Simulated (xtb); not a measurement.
B(Me)2(Et) (C₄H₁₁B), SMILES CCB(C)C. All values are semi-empirical tight-binding results from xtb (GFN2-xTB unless named), good for trends rather than for accurate numbers. Coordinates come from a GFN2-xTB optimisation. Other conformers were not sampled.

Optimised geometry:

```xyz
16

B      0.2237     0.2641     0.4399
C      0.1066    -1.0655     1.2780
H      0.6040    -1.8920     0.7723
H     -0.9363    -1.3662     1.3723
H      0.5193    -0.9949     2.2815
C      0.8634     1.5492     1.0967
H      1.9115     1.3633     1.3314
H      0.3878     1.7858     2.0475
H      0.8225     2.4393     0.4731
C     -0.2891     0.3417    -1.0555
C     -0.8394    -0.9408    -1.6802
H      0.5210     0.7178    -1.6889
H     -1.0637     1.1143    -1.1111
H     -1.6879    -1.3125    -1.1105
H     -0.0770    -1.7163    -1.6981
H     -1.1685    -0.7664    -2.7035
```

| Quantity | Result |
|---|---|
| orbital gap | 4.73 eV |
| dipole moment | 0.11 D |
| zero-point energy | 88.5 kcal/mol |
| G − E(el) at 298.15 K (modified RRHO) | 68.6 kcal/mol |
| static polarisability (D4 model) | 62.3 bohr³ |
| solvation energy, GFN2-xTB/ALPB(water) | -0.4 kcal/mol |
| solvation energy, GFN2-xTB/ALPB(thf) | -4.5 kcal/mol |

Computed IR lines (harmonic; lines under 4 % of the strongest left out, lines within 3 cm⁻¹ merged):
ν (cm⁻¹): 637 (w), 872 (vs), 981 (m), 1013 (w), 1069 (m), 1147 (s), 1189 (vs), 1320 (m), 1383 (m), 1389 (w), 1463 (w), 2929 (m), 2954 (m), 3000 (w), 3005 (m), 3013 (m), 3018 (m), 3031 (m), 3034 (s), 3038 (m) (against the strongest line: vs over 80 %, s over 45 %, m over 15 %, w over 4 %, vw less)

Give the atomic charges and the Wiberg bond orders between heavy atoms. (Estimate from the structure and the level; the computed values follow.)

charges (e) B1 0.25, C2 -0.19, H3 0.04, H4 0.04, H5 0.03, C6 -0.19, H7 0.04, H8 0.04, H9 0.02, C10 -0.14, C11 -0.10, H12 0.04, H13 0.04, H14 0.03, H15 0.03, H16 0.02. Bond orders B1–C2 1.04, B1–C6 1.03, B1–C10 1.03, C10–C11 1.02.
